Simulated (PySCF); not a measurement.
Compound: C4H10SSi3.
Atom-mapped SMILES: `[CH:1]#[C:2][SiH2:3][C@H:4]1[SiH2:5][CH2:6][S:7][SiH2:8]1`

Structure used (GFN2-xTB), in Å, numbered top down from 1:
```
atom  x, y, z in Å
C1     2.410   -0.648    2.310
C2     2.174   -0.781    1.139
Si3    1.787   -0.947   -0.660
C4     0.110   -0.098   -0.982
Si5   -1.359   -0.931   -0.100
C6    -2.551    0.522    0.207
S7    -1.621    2.024    0.687
Si8    0.112    1.758   -0.547
H9     2.615   -0.534    3.337
H10    2.843   -0.279   -1.434
H11    1.706   -2.373   -1.003
H12   -0.067   -0.172   -2.059
H13   -0.970   -1.508    1.188
H14   -2.027   -1.922   -0.951
H15   -3.140    0.776   -0.673
H16   -3.243    0.333    1.023
H17    1.239    2.205    0.259
H18   -0.026    2.580   -1.752
```

Definitions: NICS(0) = −σiso at the ring centroid; NICS(1) = −σiso and NICS(1)zz = −σzz at ±1 Å along the ring normal z. Level: GIAO PBE0/pcSseg-1 (PySCF, non-relativistic, gas phase) on the GFN2-xTB geometry, one conformer.

Ring bond lengths (Å), with Mayer bond orders in brackets: C4–Si5 1.906 (0.85), Si5–C6 1.905 (0.86), C6–S7 1.831 (0.98), S7–Si8 2.144 (0.99), Si8–C4 1.907 (0.86).

Task: Give the NICS values of each ring in ppm.

Result: 
```tsv
ring	type	NICS(0)	NICS(1), two faces	NICS(1)zz, two faces	rms pucker (Å)	centre to ring atoms, mean (Å)
C4–Si5–C6–S7–Si8	5-membered ring with S and 2 Si; formal bonds all single	-6.2	-4.2 / -3.8	-2.0 / -2.3	0.20	1.63
```

Task: What do they say, and how far can they be read as aromaticity?

Result: 
- C4–Si5–C6–S7–Si8: mean NICS(1)zz -2.2 ppm, near zero. C4, Si5, C6, Si8 have four or more neighbours, so the value isn't read as a sign of a π ring current.

Task: How shielded are the nuclei of the rings and their hydrogens (means over atoms taken as equivalent)?

Result: 
```
atoms                  environment  σ isotropic (ppm)  principal values of the symmetric part, first atom (ppm)
   C4  sp3 carbon bound to silicon              198.4                                       182.7, 199.2, 213.2
  Si5                 SiH2 silicon              375.2                                       296.3, 399.9, 429.5
   C6   sp3 carbon bound to sulfur              168.9                                       139.8, 173.9, 193.1
   S7    sulfur bonded to C and Si              672.6                                       502.4, 656.1, 859.2
  Si8                 SiH2 silicon              355.6                                       277.4, 365.0, 424.4
  H12             methine hydrogen              32.05                                          27.0, 27.4, 41.8
  H13                Si–H hydrogen              27.43                                          23.0, 26.5, 32.8
  H14                Si–H hydrogen              26.98                                          22.7, 24.7, 33.5
  H15           methylene hydrogen              29.52                                          22.8, 27.3, 38.4
  H16           methylene hydrogen              29.55                                          23.3, 27.0, 38.4
  H17                Si–H hydrogen              26.53                                          22.8, 24.9, 31.9
  H18                Si–H hydrogen              26.60                                          21.8, 24.4, 33.5
```
